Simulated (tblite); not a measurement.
Q: Give a GFN2-xTB geometry of InChI=1S/C5H3N2O/c1-2-4(3-6)5(7)8/h1,4,7H/t4-/m0/s1. (Doublet state.)

A: 
```
atom  x, y, z in Å
C1     2.2391   -0.6802    0.8947
C2     1.2177   -0.1135    0.6218
C3    -0.0153    0.5404    0.2524
C4     0.2275    1.5729   -0.7304
N5     0.4202    2.3983   -1.4948
C6    -1.0123   -0.4885   -0.3396
N7    -2.1256   -0.5999    0.3105
O8    -0.7804   -1.1596   -1.3439
H9     3.1321   -1.1668    1.1542
H10   -0.5107    0.9714    1.1322
H11   -2.7869   -1.2719   -0.0637
```

Any rigid rotation of these coordinates is as good. Atoms count from 1 in this order. The C–N distances run from 1.141 Å (C4≡N5, drawn triple) to 1.294 Å (C6–N7, drawn single in one of several resonance forms), a spread of 0.153 Å. C6 (carbon bonded to C, N and O) is planar (angles 123.6°, 121.7° and 114.7°, sum 360.0°, 0.00 Å off the plane of its three neighbours). N7 (nitrogen bonded to C and H) is bent (angle 115.6°). The 4 C–C bonds span 1.200 Å (C1≡C2, drawn triple) to 1.550 Å (C3–C6, drawn single), a spread of 0.350 Å.

Bonds between heavy atoms (Å): C1≡C2 1.200, C2–C3 1.444, C3–C4 1.446, C4≡N5 1.141, C3–C6 1.550, C6–N7 1.294, C6=O8 1.230.

The geometry is computed with GFN2-xTB (gas phase). This method treats the open shell by occupation alone, without spin polarisation.

Point group: C1 (no symmetry element, even within 0.4 Å). Its GFN2-xTB frequencies are all real (lowest 38 cm⁻¹). Torsions: C2–C3–C6–N7 120°, C3–C6–N7–H 180°. 2 starts were optimised and ended at 0.00 and 1.09 kcal/mol (GFN2-xTB); the lowest of these is shown.

Time: 0.14 s. Hardware: one thread of an Arm Neoverse V2, on a shared host. These figures are those of the optimisation.

One conformer stands for the species.
